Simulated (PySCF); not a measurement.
# `[BH3-][P+]1([C@H](C)CC)C=C1`, C$_{6}$H$_{14}$BP

Geometry:
```csv
atom,x (Å),y (Å),z (Å)
B1,-1.800,-0.828,-1.508
P2,-0.921,-0.501,0.200
C3,0.468,0.731,0.456
C4,-0.133,2.133,0.410
C5,1.511,0.527,-0.640
C6,2.150,-0.852,-0.551
C7,-0.918,-1.597,1.651
C8,-1.769,-0.599,1.805
H9,-0.980,-1.342,-2.197
H10,-2.709,-1.535,-1.213
H11,-2.122,0.254,-1.886
H12,0.916,0.549,1.439
H13,0.639,2.890,0.538
H14,-0.873,2.258,1.200
H15,-0.622,2.298,-0.548
H16,2.282,1.299,-0.558
H17,1.025,0.638,-1.612
H18,1.384,-1.623,-0.651
H19,2.651,-0.985,0.406
H20,2.880,-0.990,-1.344
H21,-0.561,-2.488,2.123
H22,-2.508,-0.218,2.478
```

Computed, not measured: GIAO OPBE/cc-pVDZ magnetisability, rotational g tensor and spin-rotation constants, non-relativistic, gas phase in PySCF. Geometry: GFN2-xTB.

(1) What are the magnetisability and the molar susceptibility?

(2) Split it along the inertial axes a, b, c into diamagnetic and paramagnetic parts about the centre of mass, with the quadrupole moment.

(3) And the rotational g tensor?

## Answers

(1) Isotropic -1591 × 10⁻³⁰ J/T², or -95.8 × 10⁻⁶ cm³/mol; principal values -1847, -1481, -1444 × 10⁻³⁰ J/T², anisotropy 386 × 10⁻³⁰ J/T² (root of half the summed squared differences of the principal values). The susceptibility is in cgs units.

(2) 
```csv
axis,χ (10⁻⁶ cm³/mol),diamagnetic (10⁻⁶ cm³/mol),paramagnetic (10⁻⁶ cm³/mol),summed x² of all electrons (Å²),quadrupole Θ (D Å)
a,-97.9,-771.6,673.7,172.6,+6.12
b,-93.7,-1077.0,983.3,100.6,+1.52
c,-95.7,-1158.7,1063.0,81.3,-7.64
```
Anisotropies 2χaa − χbb − χcc = -6.4 and 2χbb − χaa − χcc = +6.2 × 10⁻⁶ cm³/mol. Θ is traceless in Buckingham's convention.

(3) 
```csv
axis,rotational constant (GHz),g,nuclear part,electronic part
a,2.0169,-0.0111,0.6272,-0.6384
b,1.3093,-0.0081,0.5967,-0.6048
c,1.2144,-0.0033,0.6031,-0.6064
```
Asymmetric top; isotopes 11B, 12C, 1H, 31P; no vibrational averaging.
